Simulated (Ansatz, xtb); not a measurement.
## BSeSi: which of two structures lies lower

Structure a: a doublet given by its coordinates. Structure b: a doublet given by its coordinates. Both are isolated molecules in the gas phase, relaxed with B3LYP-D3(BJ)/def2-SVP.

a (Å):

| atom | x (Å) | y (Å) | z (Å) |
| --- | --- | --- | --- |
| B | 1.1577 | 0.9935 | -0.5470 |
| Se | 2.1998 | 2.0589 | -1.7556 |
| Si | -0.1567 | 1.9744 | -1.6802 |

Close contacts (Å): B1–Se2 1.92, B1–Si3 1.99, Se2–Si3 2.36.

b (Å):

```csv
atom,x (Å),y (Å),z (Å)
B,0.0000,0.0000,-0.0684
Se,0.0000,0.0000,-1.8305
Si,0.0000,0.0000,1.8989
```

Close contacts (Å): B1–Se2 1.76, B1–Si3 1.97.

Energies in hartree; the thermal terms are from B3LYP-D3(BJ)/def2-SVP harmonic frequencies (ideal gas, rigid rotor, one conformer each, 600 K, 1 atm) and include the zero-point energy:

|  | a | b |
| --- | --- | --- |
| E, CCSD(T)/def2-TZVP | −2713.871262 | −2713.885326 |
| zero-point energy | 0.003819 | 0.004208 |
| H(600 K) − E | 0.014191 | 0.015452 |
| G(600 K) − E | −0.058957 | −0.056150 |

Question: Work out ΔE, ΔE₀, ΔH and ΔG for a → b in kcal/mol (1 Eh = 627.51 kcal/mol) and the equilibrium ratio [b]/[a].

Answer: 1. ΔE = −2713.885326 − (−2713.871262) = −0.014064 Eh = −8.83 kcal/mol.
2. ΔE₀ = ΔE + ΔZPE = −0.014064 + (+0.000389) Eh = −8.58 kcal/mol.
3. ΔH = ΔE + (+0.001261) Eh = −8.03 kcal/mol.
4. ΔG = ΔE + (+0.002807) Eh = −7.06 kcal/mol, so ΔS = (ΔH − ΔG)/T = −6.8 J/(mol K).
5. kT = 1.9001 mEh, so K = [b]/[a] = exp(−ΔG/kT) = exp(+5.92) ≈ 370.

Structure b is favoured at this temperature. An error of 1 kcal/mol in ΔG would change K by a factor of 2.3. Mirror images and further conformers aren't counted.

Other levels gave ΔE = −11.4 (B3LYP-D3(BJ)/def2-SVP); −11.4 (HF/def2-TZVP); −4.5 (MP2/def2-TZVP) kcal/mol. Open shells are spin-unrestricted, with notable spin contamination. The correlated steps freeze 15 core orbitals; the filled d shell of Se is correlated, in a basis made for valence electrons. Programs: Ansatz 0.2.0.
